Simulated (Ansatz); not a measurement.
The same path of C3H6OSi + H2O (14 atoms, charge 0, multiplicity 1) was run twice with different band settings. Lost on the way: H1–Si2, H7–O8. Made: H1–O8, Si2–C3, O6–H7.

Level of theory: RHF/def2-SVP (Ansatz).

Relaxed end points:

```xyz
14
Properties=species:S:1:pos:R:3
H -1.202 1.233 -0.306
Si -0.885 0.400 -1.489
C 1.509 -0.339 0.590
C 0.969 -1.352 -0.035
C -0.236 -1.303 -0.952
O 1.994 0.540 1.140
H 0.483 1.438 2.630
O -0.441 1.597 2.761
H -2.107 0.200 -2.301
H 0.133 1.108 -2.305
H 1.444 -2.302 0.184
H -1.070 -1.837 -0.486
H -0.003 -1.854 -1.869
H -0.587 2.473 2.437
```

```xyz
14
Properties=species:S:1:pos:R:3
H -1.454 2.495 1.856
Si -0.534 0.042 -0.930
C 0.565 -0.481 0.489
C 0.892 -1.619 -0.135
C 0.161 -1.643 -1.476
O 0.972 -0.048 1.681
H 0.568 0.792 1.860
O -0.569 2.375 1.545
H -1.996 0.139 -0.690
H -0.144 1.237 -1.720
H 1.558 -2.394 0.235
H -0.553 -2.463 -1.585
H 0.821 -1.649 -2.348
H -0.286 3.216 1.218
```

Common settings: spring 5.0 eV/Å²; optimiser quadratic models (default); start path through a guess of the saddle point; force threshold 0.03 eV/Å; iteration limit 60; end points relaxed.

| run | movable images | climbing image |
| --- | --- | --- |
| 1 | 5 | yes |
| 2 | 2 | no |

Task: What does each run give, and how far can it be trusted?

Result: Run 1: converged after 46 iterations, highest image 3.499 eV above the first end. Neighbouring images differ by up to 3.2 eV, so the band resolves the path poorly. A vibrational analysis at the climbing image gives one clearly imaginary mode, 743i cm⁻¹: a first-order saddle point.
Run 2: converged after 11 iterations, highest image 0.333 eV above the first end. No image climbed, so the highest image needn't sit at the top of the path. A band with more images between the same ends climbed to 3.50 eV, so this one has probably stepped over the top. So few images can step over the top or miss a turn of the path.
The orbitals stay closed-shell, which can raise the energy where a bond breaks towards radicals; this wasn't checked here.
